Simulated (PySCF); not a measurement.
A calculated (LDA, PySCF 2.14, cc-pVDZ, no relativity, point nucleus) atom or ion has these occupied shells.

```json
{"shell": "1s α", "electrons": "1", "orbital energy (eV)": "-285.75", "rms radius, mean of both spins (bohr)": "0.315"}
{"shell": "1s β", "electrons": "1", "orbital energy (eV)": "-285.17", "rms radius, mean of both spins (bohr)": "0.315"}
{"shell": "2s α", "electrons": "1", "orbital energy (eV)": "-26.198", "rms radius, mean of both spins (bohr)": "1.63"}
{"shell": "2s β", "electrons": "1", "orbital energy (eV)": "-24.680", "rms radius, mean of both spins (bohr)": "1.63"}
{"shell": "2p α", "electrons": "1", "orbital energy (eV)": "-17.847", "rms radius, mean of both spins (bohr)": "1.66"}
```

Problem. Name the element and its charge.

Solution. C+ (carbon, charge +1), in [He] 2s2 2p1, 2P determinant.
